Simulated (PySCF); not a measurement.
C₈H₇NPS (charge -1).
Atom-mapped SMILES: `[cH:1]1[cH:2][s:3][c:4]([P-:5][n:6]2[cH:7][cH:8][cH:9][cH:10]2)[cH:11]1`

Cartesian coordinates in Å at the GFN2-xTB level; atoms count from 1:
```xyz
18
C8H7NPS angstrom
C     -2.646    0.535   -1.491
C     -3.657    0.695   -0.599
S     -3.090    0.486    1.036
C     -1.455    0.174    0.480
P     -0.219   -0.163    1.685
N      1.146   -0.295    0.585
C      1.797   -1.444    0.268
C      2.857   -1.152   -0.546
C      2.854    0.246   -0.730
C      1.796    0.737   -0.014
C     -1.408    0.243   -0.899
H     -2.785    0.624   -2.559
H     -4.692    0.919   -0.769
H      1.448   -2.387    0.647
H      3.555   -1.854   -0.968
H      3.550    0.818   -1.319
H      1.444    1.745    0.107
H     -0.501    0.079   -1.455
```

NICS = −σ at a ghost point: NICS(0) at the centroid of the ring atoms, NICS(1) 1 Å to either side along the normal of their mean plane, zz for the tensor component along that normal. Level: GIAO PBE0/pcSseg-1 (PySCF, non-relativistic, gas phase) on the GFN2-xTB geometry, one conformer.

Ring bond lengths (Å), with Mayer bond orders in brackets: C1–C2 1.358 (1.57), C2–S3 1.743 (1.09), S3–C4 1.755 (1.10), C4–C11 1.382 (1.43), C11–C1 1.403 (1.30); N6–C7 1.358 (1.17), C7–C8 1.368 (1.49), C8–C9 1.410 (1.33), C9–C10 1.368 (1.50), C10–N6 1.359 (1.17).

Task: Give the NICS values of each ring in ppm.

Result: 
```tsv
ring	type	NICS(0)	NICS(1), two faces	NICS(1)zz, two faces	rms pucker (Å)	centre to ring atoms, mean (Å)
C1–C2–S3–C4–C11	5-membered ring with S; formal bonds all aromatic	-8.7	-7.5 / -7.5	-16.4 / -16.7	0.00	1.29
N6–C7–C8–C9–C10	5-membered ring with N; formal bonds all aromatic	-13.2	-11.0 / -10.2	-30.6 / -29.4	0.00	1.17
```

Task: What do they say, and how far can they be read as aromaticity?

Result: 
- C1–C2–S3–C4–C11: mean NICS(1)zz -16.5 ppm, shielded.
- N6–C7–C8–C9–C10: mean NICS(1)zz -30.0 ppm, shielded, aromatic by this magnetic criterion (flat ring, no four-coordinate atom).

Task: What does the geometric index give? HOMA takes Krygowski's 1993 parameters.

Result: 
- C1–C2–S3–C4–C11: HOMA 0.74; the largest term is that of S3–C4, α(R − Ropt)² = 0.57.
- N6–C7–C8–C9–C10: HOMA 0.91; the largest term is that of C8–C9, α(R − Ropt)² = 0.12. The geometric and the magnetic index point the same way.

Task: At the first NICS(1) probe listed for ring N6–C7–C8–C9–C10, 1 Å off the ring, what do the in-plane components average?

Result: The isotropic value is a third of the trace: (3 × -11.0 − (-30.6))/2 = -1.2 ppm.

Task: What are the shieldings of the ring atoms and their hydrogens in the same run (means over atoms taken as equivalent)?

Result: 
| atoms | environment | σ isotropic (ppm) | principal values of the symmetric part, first atom (ppm) |
| --- | --- | --- | --- |
| C1 | aromatic CH carbon | 58.3 | -26.9, 55.0, 147.0 |
| C2 | aromatic CH next to a ring sulfur | 77.3 | -11.7, 108.2, 135.2 |
| S3 | thiophene-type sulfur | 333.4 | 154.4, 393.6, 452.1 |
| C4 | substituted aromatic carbon | -2.5 | -109.6, -6.2, 108.3 |
| N6 | pyrrole-type nitrogen | 63.9 | -31.1, 23.3, 199.4 |
| C7 (×2) | aromatic CH next to a ring nitrogen | 53.0 | -13.8, 64.2, 113.7 |
| C8 (×2) | aromatic CH carbon | 78.3 | 0.0, 77.9, 160.5 |
| C11 | aromatic CH carbon | 76.1 | 2.7, 78.8, 146.7 |
| H12 | aromatic hydrogen | 25.69 | 23.4, 25.7, 28.0 |
| H13 | aromatic hydrogen | 26.07 | 23.6, 26.1, 28.5 |
| H14 (×2) | aromatic hydrogen | 24.90 | 21.8, 25.6, 27.5 |
| H15 (×2) | aromatic hydrogen | 25.77 | 23.7, 25.7, 28.2 |
| H18 | aromatic hydrogen | 26.27 | 21.4, 24.0, 33.4 |
